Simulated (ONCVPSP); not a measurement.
Sc (Z = 21), ONCV: configuration errors across variants

Sc (Z = 21), optimised norm-conserving Vanderbilt (ONCV), made with ONCVPSP 4.0.1 (LDA (Perdew-Wang 92), scalar-relativistic). Core [Ne], reference 3s2 3p6 3d1 4s1 (charge +1). Waves: 3s+4s: rc 1.70 bohr, ncon 4, nbas 7, qcut 8.6 1/bohr, 2 projectors; 3p: rc 1.60 bohr, ncon 3, nbas 7, qcut 9 1/bohr, 2 projectors, debl 2.3 Ha; 3d: rc 2.85 bohr, ncon 4, nbas 8, qcut 5.4 1/bohr, 1 projector. Local part: polynomial inside 1.15 bohr (lpopt 5, dvloc0 4 Ha). Core correction: Teter function, fcfact 3, rcfact 1.65.

All-electron excitation energies from the reference (eV): (1) 3s2 3p6 3d1 4s2 -7.061; (2) 3s2 3p6 3d1 4s0 12.955; (3) 3s2 3p6 3d0 4s0 38.049; (4) 3s2 3p5 3d1 4s2 33.090.

1 further variants failed, have other tests or another functional or relativity, and are left out.

Errors AE − PS in meV (a dash: test not solved or not reliable):

| change | (1) | (2) | (3) | (4) | bound ghosts | GHOST(+) flags above zero |
| --- | --- | --- | --- | --- | --- | --- |
| base | -0.5 | -5.3 | +514 | -165 | none | none |
| d: rc 2.82 | -0.4 | -5.0 | +501 | -162 | none | none |
| core correction Teter function, fcfact 3, rcfact 1 | -0.4 | -5.1 | +517 | -158 | none | none |
| s: nbas 8 | -0.5 | -5.3 | +514 | -165 | none | none |
| local potential polynomial inside 1.15 bohr (lpopt 5, dvloc0 9.5 Ha) | -0.5 | -5.3 | +514 | -166 | none | none |
| d: qcut 4.5 | -1.1 | -7.8 | +669 | -196 | none | none |
| d: rc 3.84 | -4.7 | -20 | +1010 | -233 | none | none |
| core correction Teter function, fcfact 1.5, rcfact 1.65 | -0.4 | -5.2 | +517 | -161 | none | none |

(1) Give the same row for: local potential polynomial inside 1.10 bohr (lpopt 5, dvloc0 4 Ha).

## Answers

(1) -0.5, -5.3, +514, -164; bound ghosts: none; GHOST(+) flags above zero: none.
